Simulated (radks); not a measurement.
Results of a calculation; reference values are marked as such.
Eu6+, 57 electrons, occupied as [Kr] 4d10 4f5 5s2 5p4 (the NIST ground configuration). Level of theory: non-relativistic Kohn-Sham, TPSS, spin-polarised, spherical densities, point nucleus; open shells are filled with parallel spins first (spin-orbit coupling, left out, can overturn this in heavy ions); meta-GGA in the generalised Kohn-Sham scheme; relativity is left out, which matters for an element this heavy (a radial shooting solver on a logarithmic mesh with Libxc functionals). Some entries of the table are withheld. Estimate them.

| orbital | occ. | eigenvalue (eV) | <r^2> (bohr^2) |
|---|---|---|---|
| 1s up | 1 | -45670.63 | 0.0007748 |
| 1s down | 1 | -45670.46 | 0.0007748 |
| 2s up | 1 | -7315.860 | 0.01235 |
| 2s down | 1 | -7315.779 | 0.01235 |
| 2p up | 3 | -6955.095 | 0.009195 |
| 2p down | 3 | -6954.948 | 0.009195 |
| 3s up | 1 | -1675.826 | 0.08024 |
| 3s down | 1 | -1673.591 | 0.08009 |
| 3p up | 3 | -1516.083 | 0.07532 |
| 3p down | 3 | -1513.918 | 0.07517 |
| 3d up | 5 | -1219.493 | 0.06050 |
| 3d down | 5 | -1217.744 | 0.06034 |
| 4s up | 1 | -399.2709 | 0.4016 |
| 4s down | 1 | -394.2469 | 0.4019 |
| 4p up | 3 | -337.0496 | 0.4240 |
| 4p down | 3 | -331.9210 | 0.4242 |
| 4d up | 5 | -226.6452 | 0.4816 |
| 4d down | 5 | -221.3211 | 0.4821 |
| 5s up | 1 | -114.6884 | 2.015 |
| 5s down | 1 | -110.0532 | 2.060 |
| 5p up | 3 | -95.5996 | 2.345 |
| 4f up | 5 | -92.2397 | 0.7284 |
| 5p down | 1 | -91.3271 | 2.420 |
| 4f down | 0 | -86.6914 | 0.7439 |
| 5d up | 0 | -65.0992 | 3.391 |
| 5d down | 0 | -61.8251 | 3.592 |
| 6s up | 0 | -49.7299 | (1) |
| 6s down | 0 | -48.4266 | (2) |

Answer. 
(1) 6s up <r^2> (bohr^2): 7.845
(2) 6s down <r^2> (bohr^2): 8.107
